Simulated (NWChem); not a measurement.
Species: CF cation, singlet

```xyz
2

C      0.0000     0.0000    -0.6977
F      0.0000     0.0000     0.4710
```
Atoms are numbered in this order, from 1.

Computed with NWChem. Pople sets run with spherical d functions. Low-valent species are run as closed-shell singlets; no triplet was tried in these runs. All runs use the structure optimised with B3LYP/6-31G* (spherical d). Level: M06-2X/6-31G* with COSMO at NWChem's default radii, gas-phase geometry; rows give the dielectric constant. Reactions with the solvent are ignored.

For dielectric constant 3.9:

```
Property                                   Result
-----------------------------------------  ------
electrostatic solvation energy (kcal/mol)   -59.4
```

Problem. Estimate the same quantities for dielectric constant 78.4.

Solution. 
| Quantity | Result |
|---|---|
| electrostatic solvation energy (kcal/mol) | -78.9 |
